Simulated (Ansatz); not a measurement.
Wavefunction ladder for C2H9Si2 (`C[SiH][SiH2]C`) radical

Z-matrix (Å, degrees):
```
C
Si 1 1.883
H 1 1.092 2 110.8
H 1 1.094 2 110.8 3 120.1
H 1 1.092 2 110.8 3 -120.2
Si 2 2.329 1 115.2 3 -52.7
H 2 1.494 1 110.3 3 178.1
C 6 1.881 2 114.4 1 -62.8
H 6 1.492 2 107.6 1 58.8
H 6 1.490 2 108.1 1 174.7
H 8 1.093 6 110.5 2 179.6
H 8 1.092 6 110.8 2 59.7
H 8 1.092 6 110.7 2 -60.4
```

Charge 0, multiplicity 2. All single points use the PBE0-D4/def2-TZVP geometry. It is one conformer, not always the lowest. Frozen core, unrestricted reference, Ansatz. CBS rows extrapolate triple and quadruple zeta; past MP2 they add the triple-zeta difference.

```csv
basis,HF (Eh),MP2 corr.,CCSD corr.,(T),CCSD(T) total
def2-SVP,-658.57691,-0.47697,-0.54605,?,?
def2-TZVPP,-658.87007,?,?,-0.02462,?
def2-QZVPP,-658.89166,?,–,–,–
CBS(def2),-658.89464,-0.65923,-0.72421,as TZ,-659.64347
```

Q: Fill in the withheld values. (Estimate.)

A: The calculation gave: def2-SVP (T): -0.01536; def2-SVP CCSD(T) total: -659.13832; def2-TZVPP MP2 corr.: -0.59076; def2-TZVPP CCSD corr.: -0.65575; def2-TZVPP CCSD(T) total: -659.55044; def2-QZVPP MP2 corr.: -0.63009.
